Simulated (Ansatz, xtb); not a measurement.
# C2HF5O: which of two isomers lies lower

We compare a, `OC(F)(F)C(F)(F)F`, a singlet, with b, `FC(F)OC(F)(F)F`, a singlet. Both are isolated molecules in the gas phase, relaxed with PBE0-D4/def2-SVP; the shapes shown needn't be the lowest conformers.

a (Å):

```xyz
9

C    -1.6946    0.5791   -0.3554
C    -1.0279   -0.2705   -1.4536
F    -0.9667    0.4706    0.7723
F    -1.6363    1.8742   -0.7199
F    -1.0189   -1.5472   -1.1013
F    -1.6880   -0.1418   -2.5947
F     0.2212    0.1335   -1.6332
O    -2.9547    0.1638   -0.1806
H    -3.3690    0.7002    0.5094
```

b (Å):

```xyz
9

C    -0.0440   -0.9807    0.6459
C     0.0849    0.9162   -0.7230
F     0.9988   -1.0025    1.4741
F    -0.3952   -2.2295    0.3757
F     0.6746    1.6535    0.2127
F     0.5397    1.2648   -1.9028
F    -1.2215    1.1768   -0.6640
O     0.3328   -0.4036   -0.5553
H    -0.8816   -0.4411    1.1196
```

Question: Estimate which is lower in electronic energy at CCSD(T)/def2-SVP + ΔMP2/def2-TZVPP, and by roughly how much.

Answer: CCSD(T)/def2-SVP + ΔMP2/def2-TZVPP gives E(b) − E(a) = +0.063 eV, favouring structure a, but this leans on the basis-set step: CCSD(T) alone gives +0.032 eV.

Level by level:

```tsv
level	geometry	E(b) − E(a) (eV)	departure from the last row (eV)	job, with rough time for the two
GFN2-xTB	GFN2-xTB	−0.357	−0.419	optimisation, 0.23 s
HF/STO-3G	GFN2-xTB	−0.580	−0.642	single point, 0.84 s
r2SCAN-D4/def2-SVP	GFN2-xTB	+0.045	−0.018	single point, 7.2 s
PBE0-D4/def2-SVP	PBE0-D4/def2-SVP	+0.013	−0.050	optimisation, 59 s
HF/def2-SVP	PBE0-D4/def2-SVP	−0.082	−0.144	part of the CCSD(T) run
MP2/def2-SVP	PBE0-D4/def2-SVP	+0.043	−0.020	part of the CCSD(T) run
CCSD(T)/def2-SVP	PBE0-D4/def2-SVP	+0.032	−0.030	single point
CCSD(T)/def2-SVP + ΔMP2/def2-TZVPP	PBE0-D4/def2-SVP	+0.063		single point, 2 min
```

As drawn, b has 1 C–O, 1 C–H in place of 1 C–C, 1 O–H.

GFN2-xTB, HF/STO-3G, HF/def2-SVP put the two in the other order. PBE0-D4/def2-SVP finds them nearly level. The largest departure from CCSD(T)/def2-SVP + ΔMP2/def2-TZVPP is that of HF/STO-3G, 0.642 eV. The last row adds to CCSD(T) the change of the MP2 difference between the two basis sets, here +0.030 eV.

With thermal terms from frequencies at re-optimised GFN2-xTB minima (ideal gas, soft modes damped towards free rotors, one conformer each, 298.15 K, 1 atm): the zero-point term adds +0.033 eV; ΔH is +0.089 and ΔG +0.081 eV.

The correlated steps freeze 8 core orbitals. Run with Ansatz 0.2.0, xtb 6.7.1; the last row on 2 threads of AMD EPYC 7R43 64-Core Processor (Zen 3) on a shared host.
